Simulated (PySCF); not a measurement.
## Electronic absorption of C6H11NSi2

C6H11NSi2.
Structure used (PBE0-D3(BJ)/def2-SVP), in Å, numbered top down from 1:
```xyz
20
C6H11NSi2 angstrom
N      0.2302    3.4579   -0.2409
C     -0.0507    2.3551   -0.4651
Si    -0.4629    0.5637   -0.7985
C      1.1304   -0.3829   -0.5760
C      2.3025    0.1680   -0.2133
Si     3.8907   -0.8023    0.0209
C     -1.8236    0.0214    0.3390
C     -2.7733   -1.0702   -0.1026
C     -3.2612    0.3345   -0.0007
H     -0.9640    0.4930   -2.2039
H      1.0880   -1.4689   -0.7489
H      2.3384    1.2547   -0.0435
H      4.3918   -0.6525    1.4217
H      4.9509   -0.2966   -0.9039
H      3.6244   -2.2449   -0.2627
H     -1.5710    0.0320    1.4052
H     -2.6484   -1.5025   -1.1006
H     -3.0955   -1.7908    0.6535
H     -3.9248    0.5968    0.8270
H     -3.4711    0.8790   -0.9268
```

Computed, not measured: TDDFT B3LYP/def2-SVPD, vertical, gas phase, core orbitals frozen in the response in PySCF.

```tsv
state	E (eV)	E (hartree)	f	main configurations (H = HOMO, L = LUMO)
S1	5.63	0.2069	0.016	H-1→L (78%), H→L (15%)
S2	6.25	0.2295	0.514	H→L (70%), H-2→L (10%), H-1→L (8%)
S3	6.48	0.2381	0.058	H-2→L (87%)
S4	6.55	0.2408	0.0016	H→L+1 (93%)
S5	6.73	0.2472	0.0093	H→L+2 (78%), H-3→L (16%)
S6	6.80	0.2498	0.042	H-3→L (48%), H-1→L+2 (20%), H-5→L (8%)
S7	6.88	0.2527	0.0097	H-1→L+1 (61%)
S8	6.97	0.2560	0.0017	H-5→L (48%), H-1→L+1 (13%), H-4→L (9%)
S9	7.04	0.2588	0.0031	H-1→L+2 (32%), H-4→L (20%), H-1→L+1 (17%)
S10	7.05	0.2590	0.0060	H-2→L+1 (44%), H-1→L+2 (13%), H-4→L+1 (11%)
```

Triplets (Tamm–Dancoff): T1 4.06 eV, H→L (80%), H-1→L (9%); T2 5.09 eV, H-1→L (81%); T3 5.81 eV, H-4→L+2 (14%), H-5→L+1 (13%), H-2→L+2 (10%); T4 6.23 eV, H-2→L (32%), H-5→L+1 (17%), H-6→L+1 (10%).

The lowest singlet lies at 5.63 eV (220 nm, ultraviolet) and is weak; its leading configuration is HOMO-1→LUMO (78%). The strongest level in the table is S2 at 6.25 eV (199 nm, f = 0.514). S9/S10 lie within about 0.01 eV of each other. Löwdin shares by element: HOMO carbon 63% or more, silicon 7% or more (atoms not listed hold the other 30%); LUMO carbon 62% or more, silicon 17% (atoms not listed hold the other 21%). Weighted by f, the mean energy of these states is 6.32 eV. The listed states span 1.42 eV, and the widest gap between neighbours is 0.62 eV (S1 to S2). Of the 10 states listed, 4 reach f = 0.01 and none stays under 0.0005. All these states lie below the vertical ionisation energy of 9.74 eV (ΔSCF). Only the lowest 10 singlets were computed, as vertical energies without vibronic structure.

One conformer stands for the species.
